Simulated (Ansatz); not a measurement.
Computed with Ansatz on PBE0-D4/def2-TZVP structures; ΔE is electronic, products minus reactants. CBS: MP2 limit from def2 TZ/QZ plus the TZ coupled-cluster correction, frozen cores. DFT in def2-TZVPP. Open shells (•) are unrestricted, without spin–orbit coupling. For Ge outer-core shells are correlated without core-valence functions, which leaves a few kJ/mol of doubt a bond. Scalar relativity is left out up to krypton. One conformer a species, not always the lowest.

Reaction (homolysis of the Ge–O bond): `FC(F)[O][GeH3]` → `[GeH3]`• + `[O]C(F)F`•

`FC(F)[O][GeH3]`:

Z-matrix (Å, degrees):
```
C
F 1 1.366
O 1 1.331 2 111.5
F 1 1.362 2 105.3 3 -121.3
H 1 1.093 2 108.5 3 122.8
Ge 3 1.817 1 121.2 2 -47.9
H 6 1.531 3 107.6 1 81.9
H 6 1.531 3 109.1 1 -40.3
H 6 1.529 3 101.8 1 -159.9
```

`[GeH3]`•:

Cartesian coordinates in Å:
```
Ge -0.041 0.181 -0.299
H -0.645 1.019 0.842
H 1.467 -0.041 -0.086
H -0.782 -1.159 -0.456
```

`[O]C(F)F`•:

Cartesian coordinates in Å:
```
O -0.375 -0.296 -1.236
C 0.014 -0.012 -0.008
F 0.205 1.303 0.214
F -0.830 -0.447 0.948
H 0.985 -0.548 0.083
```

```json
{"level": "B97M-V", "ΔE (kJ/mol)": "423.2"}
{"level": "SCS-MP2/def2-TZVPP", "ΔE (kJ/mol)": "459.8"}
```

Q: What does CCSD(T)/CBS give? (An estimate is asked.)

A: The calculation gave: +449.4 kJ/mol. The listed levels differ from it by -26.2, 10.4 kJ/mol.

Largest T1 diagnostic among the species: 0.016.

In def2-TZVPP, CCSD(T) changes the Hartree–Fock value by +130.9 kJ/mol (the triples alone add +10.6 kJ/mol) and MP2 by +166.6 kJ/mol; breaking electron pairs costs correlation energy, which Hartree–Fock lacks. At CCSD(T), def2-SVP lies −34.8 kJ/mol from the extrapolated value and def2-TZVPP −13.9 kJ/mol: correlation converges slowly with the basis, and small sets miss more of it in the bonded molecule than in its fragments.

CCSD(T)/CBS has its own doubt, a few kJ/mol and more with outer-core shells, so smaller differences from it don't rank the levels.
